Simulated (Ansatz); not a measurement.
```yaml
crystal:
  periodic: [false, false, false]
  atoms:
    - {symbol: C, position_ang: [-0.512368, 0.672409, -1.800861]}
    - {symbol: Si, position_ang: [0.011831, -0.028769, -0.028449]}
    - {symbol: C, position_ang: [1.851775, 0.580596, 0.369684]}
    - {symbol: C, position_ang: [-0.002531, -2.002639, -0.091519]}
    - {symbol: In, position_ang: [-1.667120, 0.915615, 1.887517]}
    - {symbol: H, position_ang: [0.223392, 0.307366, -2.605224]}
    - {symbol: H, position_ang: [-1.561989, 0.319536, -2.101966]}
    - {symbol: H, position_ang: [2.272880, 0.479614, 1.428799]}
    - {symbol: H, position_ang: [2.222880, 0.179614, 1.378799]}
    - {symbol: H, position_ang: [1.919676, 1.725622, 0.397203]}
    - {symbol: H, position_ang: [2.573782, 0.204704, -0.442233]}
    - {symbol: H, position_ang: [-1.046825, -2.406606, -0.342380]}
    - {symbol: H, position_ang: [0.725440, -2.384259, -0.895136]}
    - {symbol: H, position_ang: [0.312728, -2.454403, 0.914914]}
    - {symbol: H, position_ang: [-2.130111, 2.680592, 1.985608]}
    - {symbol: H, position_ang: [-2.410521, -0.128970, 3.187881]}
basis:
  gaussian: {orbitals: def2-mTZVPP}
magnetization: {spin_polarized: true, initial_magnetization: 2}
hamiltonian: {xc: {name: HSE06}, dispersion: d3bjatm}
scf: {lower_state_search: off}
output: {forces: true}
```

```sh
$ ansatz run in.yaml --threads 4 --pin off --events-out ev --progress --plain --max-ram 11315MiB
```

It prints (some lines left out):

```
Functional definition: HSE06
1739 factors; integrals over basis functions are off by at most 1.2e-3 eV
143 factors; integrals over basis functions are off by at most 3.6e-7 eV
mean field evaluation 1: about -16293.0752 eV, gradient 5.6e1 eV
mean field evaluation 2: about -16188.7734 eV, gradient 1.1e2 eV
mean field evaluation 4: about -16306.0575 eV, gradient 2.8e1 eV
mean field evaluation 8: about -16312.6922 eV, gradient 2.6e0 eV
mean field evaluation 16: about -16312.9590 eV, gradient 5.9e-2 eV
mean field -16312.95900001 eV, -599.4901859297 hartree, gradient 7.4e-6 eV, S^2 2.007846; 0 other end points of the search recorded, 0 dependent functions left out
reference -16312.95907432 eV, -599.4901886606 hartree; 33, 31 occupied and 142, 144 virtual orbitals, 1739 factors
Total energy: -16313.24307973 eV, -599.5006256666 hartree
Atom 0 at    -0.512368     0.672409    -1.800861 Å, force     0.716080    -3.042439    -0.313218 eV/Å
Atom 1 at     0.011831    -0.028769    -0.028449 Å, force    -2.345628     0.138715     0.738449 eV/Å
Atom 2 at     1.851775     0.580596     0.369684 Å, force    -1.158478     2.329347    -7.144337 eV/Å
Atom 3 at    -0.002531    -2.002639    -0.091519 Å, force     0.546141    -0.520733    -0.375300 eV/Å
Atom 4 at    -1.667120     0.915615     1.887517 Å, force     0.183114     0.134813     0.329148 eV/Å
Atom 5 at     0.223392     0.307366    -2.605224 Å, force    -0.954908     1.158364     0.771480 eV/Å
Atom 6 at    -1.561989     0.319536    -2.101966 Å, force     1.360702     0.982067     0.590896 eV/Å
Atom 7 at     2.272880     0.479614     1.428799 Å, force    19.003354   108.132647    20.526387 eV/Å
Atom 8 at     2.222880     0.179614     1.378799 Å, force   -17.583376  -109.260795   -16.092594 eV/Å
Atom 9 at     1.919676     1.725622     0.397203 Å, force    -0.154702    -1.758766     0.262476 eV/Å
Atom 10 at     2.573782     0.204704    -0.442233 Å, force    -0.320589     0.344708     1.525188 eV/Å
Atom 11 at    -1.046825    -2.406606    -0.342380 Å, force     1.453260     0.764843     0.372546 eV/Å
Atom 12 at     0.725440    -2.384259    -0.895136 Å, force    -1.001532     0.374918     1.093210 eV/Å
Atom 13 at     0.312728    -2.454403     0.914914 Å, force    -0.454316     0.705044    -1.329867 eV/Å
Atom 14 at    -2.130111     2.680592     1.985608 Å, force     0.276081    -0.841440    -0.222771 eV/Å
Atom 15 at    -2.410521    -0.128970     3.187881 Å, force     0.434797     0.358706    -0.731695 eV/Å
Dipole moment:     1.673877    -0.444674    -0.733067 e Å
Checks for a lower state left out: stability, starts, cluster_reference, orbital_swaps, neighbouring_geometries, increment
```

(1) What is wrong with this run?

Results:

(1) One atom was put on top of another. The run converged. The result belongs to that input, not to the molecule as meant.

HSE06 is defined as in plane-wave codes.
